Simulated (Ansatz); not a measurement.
BF9Si3, SMILES `F[Si](F)(F)B([Si](F)(F)F)[Si](F)(F)F`. Charge 0, multiplicity 1. Geometry: relaxed with PBE0-D4/def2-TZVP. It is one conformer, not always the lowest.

```xyz
13

F    -2.350   -1.711    0.776
Si   -1.084   -1.673   -0.161
F    -1.591   -1.823   -1.645
F    -0.182   -2.910    0.213
B    -0.001    0.000    0.000
Si   -0.557    1.433    1.276
F    -0.587    0.843    2.738
F    -1.997    1.943    0.887
F     0.399    2.685    1.293
Si    1.641    0.239   -1.116
F     2.887    0.426   -0.170
F     1.951   -0.974   -2.072
F     1.470    1.520   -2.019
```

(1) What is the dipole moment at ωB97M-V/def2-TZVPP? (Best estimate.)

(2) Give the Mulliken charges with ωB97M-V, PBE, B3LYP in def2-TZVPP. (Estimate.)

Answers

(1) The calculation gave: 0.00 D, zero by symmetry or nearly so.

(2) Ansatz gave: 
```csv
atom,ωB97M-V,PBE,B3LYP
F1,-0.27,-0.24,-0.28
Si2,0.87,0.76,0.87
F3,-0.27,-0.24,-0.28
F4,-0.27,-0.24,-0.28
B5,-0.20,-0.14,-0.09
Si6,0.87,0.76,0.87
F7,-0.27,-0.24,-0.28
F8,-0.27,-0.24,-0.28
F9,-0.27,-0.24,-0.28
Si10,0.87,0.76,0.87
F11,-0.27,-0.24,-0.28
F12,-0.27,-0.24,-0.28
F13,-0.27,-0.24,-0.28
```

B3LYP here is the variant with VWN-RPA as its local correlation; programs differ in this.
